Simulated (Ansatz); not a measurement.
Spectroscopic constants of SnW, multiplicity 7 (an upper state: multiplicity 5 came lower at CCSD(T)/def2-TZVPP on PBE0 minima). No spin–orbit coupling.

Constants: fifth-degree fit in 1/R to seven points, most abundant isotopes. In def2 and cc sets the state is the lowest found near the PBE0 minimum, followed along R.

Programs: Ansatz (Gaussian basis) for Hartree–Fock, density functionals and correlated methods.  In def2 rows elements past Kr take small-core potentials, without spin–orbit coupling.

Q: What bond length and harmonic frequency does PBE/def2-TZVPP give?

A: r_e = 2.788 Å, ω_e = 158 cm⁻¹.

Q: What bond length and harmonic frequency does PBE0/def2-TZVPP give?

A: r_e = 2.766 Å, ω_e = 162 cm⁻¹.

Q: What bond length and harmonic frequency does wB97X-V/def2-TZVPP give?

A: r_e = 2.754 Å, ω_e = 164 cm⁻¹.

Ansatz is an electronic-structure program.
